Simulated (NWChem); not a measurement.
System: SbI$_{3}$; SMILES [I][Sb]([I])[I]

The following NWChem deck was run.

```
start job
memory heap 200 mb stack 900 mb global 1100 mb
geometry units angstroms noautoz
  Sb     0.000000     0.000000     0.967303
  I     -0.656269    -2.328712    -0.309705
  I     -1.688590     1.732701    -0.309705
  I      2.344858     0.596011    -0.309705
end
basis spherical
  * library def2-svp
end
ecp
  Sb library def2-ecp
  I library def2-ecp
end
dft
  xc m06-2x
  grid fine
  iterations 150
  mulliken
end
task dft gradient
```

NWChem printed, in part:

```
             Northwest Computational Chemistry Package (NWChem) 7.3.0
             --------------------------------------------------------

 C3  symmetry detected

                             Geometry "geometry" -> ""
                             -------------------------

 Output coordinates in angstroms (scale by  1.889725989 to convert to a.u.)

  No.       Tag          Charge          X              Y              Z
 ---- ---------------- ---------- -------------- -------------- --------------
    1 Sb                  51.0000     0.00000000    -0.00000000     0.96687749
    2 I                   53.0000    -1.99171264     1.37356082    -0.31013051
    3 I                   53.0000     2.18539488     1.03809334    -0.31013051
    4 I                   53.0000    -0.19368224    -2.41165415    -0.31013051

 Effective nuclear repulsion energy (a.u.)    2632.6751514789

      Symmetry information
      --------------------

 Group name             C3
 Group number              5
 Group order               3
 No. of unique centers     2

                                 NWChem DFT Module
                                 -----------------

 Summary of "ao basis" -> "ao basis" (spherical)
 ------------------------------------------------------------------------------
       Tag                 Description            Shells   Functions and Types
 ---------------- ------------------------------  ------  ---------------------
 Sb                         def2-svp                10       26   4s4p2d
 I                          def2-svp                10       26   4s4p2d

      Symmetry analysis of basis
      --------------------------

        a          36
        e+         34
        e-         34

  Rotation of axis

            General Information
            -------------------
          SCF calculation type: DFT
          Wavefunction type:  closed shell.
          No. of atoms     :     4
          No. of electrons :    98
           Alpha electrons :    49
            Beta electrons :    49
          Charge           :     0
          Spin multiplicity:     1
          Use of symmetry is: on ; symmetry adaption is: on
          Maximum number of iterations: 150
          AO basis - number of functions:   104
                     number of shells:    40
          Convergence on energy requested:  1.00D-06
          Convergence on density requested:  1.00D-05
          Convergence on gradient requested:  5.00D-04

              XC Information
              --------------
                       M06-2X Method XC Functional
                     Hartree-Fock (Exact) Exchange  0.540
                        M06-2X Exchange Functional  1.000
                      M06-2X Correlation Potential  1.000

             Grid Information
             ----------------
          Grid used for XC integration:  fine
          Radial quadrature: Mura-Knowles
          Angular quadrature: Lebedev.
          Tag              B.-S. Rad. Rad. Pts. Rad. Cut. Ang. Pts.
          ---              ---------- --------- --------- ---------
          Sb                  1.45      141          10.0       974
          I                   1.40      141          12.0       974
          Grid pruning is: on
          Number of quadrature shells:   282
          Spatial weights used:  Erf1

      Superposition of Atomic Density Guess
      -------------------------------------

 Sum of atomic energies:       -1318.99367399

      Non-variational initial energy
      ------------------------------

 Total energy =   -1129.494604
 1-e energy   =   -3112.236256
 2-e energy   =    1412.302211
 HOMO         =      -0.273326
 LUMO         =      -0.035825

      Symmetry analysis of molecular orbitals - initial
      -------------------------------------------------

  Numbering of irreducible representations:

     1 a           2 e+          3 e-

  Orbital symmetries:

     1 a           2 e+          3 e+          4 a           5 a
     6 e+          7 e+          8 a           9 e+         10 e+
    11 e+         12 e+         13 a          14 e+         15 e+
    16 a          17 a          18 e+         19 e+         20 a
    21 e+         22 e+         23 e+         24 e+         25 a
    26 a          27 e+         28 e+         29 e+         30 e+
    31 a          32 e+         33 e+         34 e+         35 e+
    36 a          37 a          38 e+         39 e+         40 a
    41 e+         42 e+         43 a          44 e+         45 e+
    46 e+         47 e+         48 a          49 a          50 a
    51 e+         52 e+         53 a          54 e+         55 e+
    56 e+         57 e+         58 a          59 a

     ---------------------------------------------
      Total Density - Mulliken Population Analysis
     ---------------------------------------------

    Atom       Charge   Shell Charges
 -----------   ------   -------------------------------------------------------
    1 Sb  23    21.73   2.11 -0.08  1.21  0.64  2.99  3.02  0.93  0.80  9.81  0.32
    2 I   25    25.42   1.83  0.22  1.23  0.68  2.92  3.13  2.65  2.74  9.83  0.19
    3 I   25    25.42   1.83  0.22  1.23  0.68  2.92  3.13  2.65  2.74  9.83  0.19
    4 I   25    25.42   1.83  0.22  1.23  0.68  2.92  3.13  2.65  2.74  9.83  0.19

[...]

                         DFT ENERGY GRADIENTS

    atom               coordinates                        gradient
                 x          y          z           x          y          z
   1 Sb      0.000000  -0.000000   1.827134    0.000000   0.000000  -0.000374
   2 I      -3.763791   2.595654  -0.586062   -0.000967   0.000670   0.000125
   3 I       4.129798   1.961712  -0.586062    0.001063   0.000502   0.000125
   4 I      -0.366006  -4.557366  -0.586062   -0.000097  -0.001172   0.000125
```

Level: M06-2X/def2-SVP with def2 effective core potentials on Sb, I. The geometry was optimised at PBE0/def2-SVP. def2 effective core potentials on Sb, I; no spin-orbit coupling.
